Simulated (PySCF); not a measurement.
**How methods differ on the ionisation energy of S⁺**

S⁺ [Ne] 3s2 3p3 (4S) → S²⁺ [Ne] 3s2 3p2 (3P), as a difference of total energies. All numbers are calculated (PySCF 2.14, no relativity, point nucleus, in aug-cc-pV(D+d)Z (5s4p3d, 32 functions)). Correlated levels: valence: [Ne] frozen. The calculations carry no spin-orbit coupling.

| method | ionisation energy (eV) |
| --- | --- |
| UHF | 22.722 |
| MP2 (valence) | 23.189 |
| SCS-MP2 (valence) | 23.025 |
| CCSD (valence) | 23.109 |
| CCSD(T) (valence) | 23.118 |
| CCSDT (valence) | 23.117 |

Question: How much does correlation contribute at CCSD(T) (valence)?

Answer: 23.118 − (22.722) = 0.396 eV, measured against UHF.

A first-order spin-orbit estimate (lowest level to lowest level, LS coupling) adds -0.061 eV.

Errors of the correlated levels include the incompleteness of this basis and the frozen core.

For comparison: 23.338 eV (measured; NIST Atomic Spectra Database, ionization energies).
